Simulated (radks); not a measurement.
Results of a calculation; reference values are marked as such.
Initial-state core-level shifts of the neodymium ion Nd3+ when its valence configuration changes from [Xe] 4f3. Level of theory: scalar-relativistic Kohn-Sham, r2SCAN, spin-unpolarised, spherical densities, finite nucleus; meta-GGA in the generalised Kohn-Sham scheme; Fermi nuclear charge, rms radius 4.9123 fm (a radial shooting solver on a logarithmic mesh with Libxc functionals). Shifts are changes of the shell-averaged eigenvalues in eV (positive: less bound); the change of the density at the nucleus, which sets a Mossbauer isomer shift, is in e/bohr^3, on a base of 4.722e+05.

valence,2p,4d,5s,5p,density at nucleus
4f2.5 5d0.5,-4.104,-3.994,-1.887,-1.557,+12.85
4f1.5 5d1.5,-13.011,-12.480,-5.717,-4.690,+41.39
4f2 6p1,-12.997,-12.551,-7.817,-6.804,+34.99
4f1 6s2,-25.202,-23.945,-13.799,-11.835,+169.38
4f2 6s1,-11.959,-11.522,-6.830,-5.870,+76.66
4f2 5d0.5 6s0.5,-10.205,-9.847,-5.326,-4.513,+51.52
4f2 5d1,-8.447,-8.162,-3.798,-3.123,+26.64
4f1 6s1 6p1,-26.223,-24.954,-14.759,-12.746,+120.65
4f2.5 6p0.5,-6.345,-6.167,-3.903,-3.403,+16.87
